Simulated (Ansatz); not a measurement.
CrCl₃⁺. Charge 1, multiplicity 3. Geometry B3LYP-D4/def2-SVP, that of the neutral quartet; atoms count from 1.

Cartesian coordinates in Å:
```
Cr 0.011 -0.041 0.049
Cl 1.294 1.456 0.884
Cl 0.785 -1.425 -1.389
Cl -2.090 0.010 0.456
```

The charge 1 triplet is spin-contaminated (final ⟨S²⟩ up to 2.33, 2.00 for a pure state).

**Question.** Estimate the Mulliken populations from the PBE0/def2-TZVP orbitals of Ansatz.

**Answer.** 
```csv
atom,charge (e),spin (α − β),d electrons
Cr1,1.06,2.84,4.24
Cl2,-0.05,-0.19,–
Cl3,0.00,-0.32,–
Cl4,0.00,-0.33,–
```
Mulliken values depend strongly on the basis.

**Question.** Where does the spin sit?

**Answer.** Summed by element: Cr 2.84, Cl -0.84, of 2 unpaired in all. Largest on single atoms: Cr1 2.84, Cl4 -0.33, Cl3 -0.32.

**Question.** And the Mayer bond orders between heavy atoms (over 0.3)?

**Answer.** Cr1–Cl2 1.30 (2.14 Å); Cr1–Cl3 1.35 (2.14 Å); Cr1–Cl4 1.36 (2.14 Å).
